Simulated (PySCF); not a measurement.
C5H7ClF (doublet state).
Numbering: `[F:1][C@@H:2]1[CH:3][C@@H:4]([Cl:5])[CH2:6][CH2:7]1` (hydrogens: H8 on C2; H9 on C3; H10 on C4; H11, H12 on C6; H13, H14 on C7)

Structure used (GFN2-xTB), in Å, numbered top down from 1:
```
atom  x, y, z in Å
F1    -1.1310    0.4666    2.0079
C2    -1.1201    0.3128    0.6150
C3    -0.7200   -1.0688    0.2553
C4     0.5535   -1.0858   -0.4240
Cl5    0.2050   -1.2337   -2.2692
C6     1.1731    0.2788   -0.1598
C7    -0.0402    1.2017   -0.0077
H8    -2.1421    0.5752    0.3113
H9    -1.3345   -1.9298    0.4349
H10    1.1929   -1.9472   -0.2447
H11    1.8470    0.5963   -0.9519
H12    1.7305    0.2260    0.7771
H13    0.1652    2.0668    0.6189
H14   -0.3801    1.5407   -0.9853
```

The hyperfine couplings belong to this conformer and change with its torsions.

The calculation used PySCF, UKS B3LYP, pcH-1 on C Cl F H, non-relativistic, mean-field spin-orbit, GIAO. Isolated species at its GFN2-xTB geometry (one conformer only). The geometry wasn't refined by DFT: couplings that depend on bond lengths, twists or pyramidal angles can differ widely from those at the functional's own minimum. No stability test was run, so a lower SCF solution isn't excluded.

**Question.** Break the g tensor into its mass correction, gauge correction and orbital-Zeeman/spin–orbit terms.

**Answer.** 
| Δg (ppm) | 1 | 2 | 3 |
| --- | --- | --- | --- |
| relativistic mass correction | -190 | -190 | -190 |
| gauge correction | 35 | 1 | 39 |
| orbital Zeeman/spin–orbit | -1620 | -52 | 3399 |
| total | -1775 | -241 | 3248 |

So g = 2.00054, 2.00208, 2.00557 and g_iso = 2.00273; the tensor is rhombic: the two nearest values differ by 31 % of g3 − g1. 

**Question.** What are the electron Larmor frequencies g μB B/h along the three axes at 1200 mT?

**Answer.** 33.6001, 33.6259, 33.6845 GHz for g1, g2 and g3, a range of 84.4 MHz.

**Question.** At 34.159 GHz, how far is the centre of the isotropic spectrum from where a free electron (g = 2.002319) resonates?

**Answer.** B = hν/(g μB) with μB/h = 13.99624 MHz/mT gives 1218.88 mT for the free electron and 1218.63 mT at g_iso, 0.25 mT lower.

**Question.** In a frozen sample, at which fields do the three g values resonate at 9.5, 34, 94 and 263 GHz (hyperfine left aside), and which band first spreads them over more than twice a line width of 1.0 mT?

**Answer.** 
```tsv
band	GHz	B(g3) mT	B(g2) mT	B(g1) mT	spread mT
X	9.5	338.43	339.02	339.28	0.85
Q	34.0	1211.24	1213.35	1214.28	3.04
W	94.0	3348.72	3354.56	3357.13	8.41
J	263.0	9369.30	9385.62	9392.82	23.52
```

The spread grows in proportion to the frequency. Q band is the first where it exceeds 2.0 mT.

Largest spin populations (Mulliken): C3 (+0.93), Cl5 (+0.14) and C4 (-0.07). The angles at C3 add up to 359.9°, so it is planar; its axial dipolar tensor and the negative coupling of its proton fit spin in a p orbital normal to that plane.

The HOMO–LUMO gaps are 6.87 eV among the α and 5.07 eV among the β orbitals.
